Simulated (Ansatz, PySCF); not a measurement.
Si(F)(Br)(Me)(NH2) (CH₅BrFNSi), SMILES C[Si](N)(F)Br. Atoms are numbered in the order given.

```xyz
10

C      1.9420     0.7396     0.9350
Si     0.2986    -0.0914     0.7673
N     -0.8597     0.5398     1.8437
F      0.5421    -1.6902     0.9585
Br    -0.5324     0.1198    -1.2814
H      1.8597     1.8128     0.7109
H      2.6695     0.2891     0.2441
H      2.3295     0.6227     1.9597
H     -0.6295     0.7061     2.8167
H     -1.8490     0.3671     1.7095
```

Coordinates come from a PBE0-D3(BJ)/def2-SVP optimisation. The structure was generated by enumeration, and PubChem lists no compound with its InChIKey, so it may never have been made. One conformer was computed; it need not be the lowest.

Two levels are set side by side: PBE-D3(BJ)/def2-SVP (Ansatz, an electronic-structure program) and PBE0-D3(BJ)/def2-SVP (Ansatz). Each level has its own optimised geometry; the coordinates shown are those of the second. Frequencies come from the Hessian of PySCF at each geometry. Differences are taken from unrounded values.

```
quantity                            PBE0-D3(BJ)
----------------------------------  -----------
mean bond length (Å)                      1.414
bond C1–Si2 (Å)                           1.849
bond Si2–N3 (Å)                           1.703
bond Si2–F4 (Å)                           1.629
bond Si2–Br5 (Å)                          2.221
bond C1–H6 (Å)                            1.099
bond C1–H7 (Å)                            1.100
bond C1–H8 (Å)                            1.102
bond N3–H9 (Å)                            1.014
bond N3–H10 (Å)                           1.013
highest harmonic wavenumber (cm⁻¹)         3722
mean harmonic wavenumber (cm⁻¹)            1234
zero-point energy (kcal/mol)              42.34
```

Problem. What does PBE-D3(BJ) give, and how far is it from PBE0-D3(BJ)? (An estimate is asked for; the answer gives what the named calculation found.)

Solution. 
```
quantity                            PBE-D3(BJ)  PBE-D3(BJ) minus PBE0-D3(BJ)
----------------------------------  ----------  ----------------------------
mean bond length (Å)                     1.426                         0.012
bond C1–Si2 (Å)                          1.861                         0.012
bond Si2–N3 (Å)                          1.719                         0.016
bond Si2–F4 (Å)                          1.645                         0.017
bond Si2–Br5 (Å)                         2.238                         0.017
bond C1–H6 (Å)                           1.107                         0.008
bond C1–H7 (Å)                           1.108                         0.008
bond C1–H8 (Å)                           1.110                         0.008
bond N3–H9 (Å)                           1.023                         0.010
bond N3–H10 (Å)                          1.022                         0.009
highest harmonic wavenumber (cm⁻¹)        3592                          -130
mean harmonic wavenumber (cm⁻¹)           1196                           -38
zero-point energy (kcal/mol)             41.05                         -1.29
```

GGA bonds tend to be longer and softer than those of functionals with exact exchange. Differences between two approximate levels are no errors against the true value.
